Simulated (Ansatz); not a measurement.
The cluster AlGaAs2, relaxed as a singlet with RKS r2SCAN-D4/def2-SVP in Ansatz, starting from the GFN2-xTB geometry. Force threshold 0.02 eV/Å.

The restricted singlet is unstable towards broken spin symmetry in Hartree–Fock (as tested in another run); at r2SCAN-D4/def2-SVP this wasn't settled. Another isomer (singlet) lies 0.94 eV lower at PBE0-D4/def2-TZVP; other spin states weren't run for this one.

Start:

```csv
atom,x (Å),y (Å),z (Å)
Al1,-0.986,0.911,-1.130
Ga2,1.111,-1.064,1.270
As3,-1.297,0.012,0.954
As4,1.171,0.141,-1.095
```

Estimate the energy that the relaxation releases and the steps that it takes.

18.7 kcal/mol, in 9 steps; 19 s on 4 threads of Arm Neoverse V2 on a shared host. No frequencies were taken in this run, so the end may be a saddle point.

Does the start keep its bonding and symmetry?

By distances, no bond broke or formed. The bond that changes most is Ga2–As3, from 2.66 to 2.43 Å (atoms count from 1). Point group Cs at the start, Cs at the end, both within 0.05 Å.

Predict the relaxed structure.


```tsv
atom	x (Å)	y (Å)	z (Å)
Al1	-1.0222	0.4830	-1.2005
Ga2	0.7929	-1.2234	0.8775
As3	-1.0713	0.3080	1.1464
As4	1.3007	0.4324	-0.8234
```
Bond lengths (bridged metal pairs left out): 2 × Al–As 2.35 Å; 2 × As–Ga 2.43 Å.
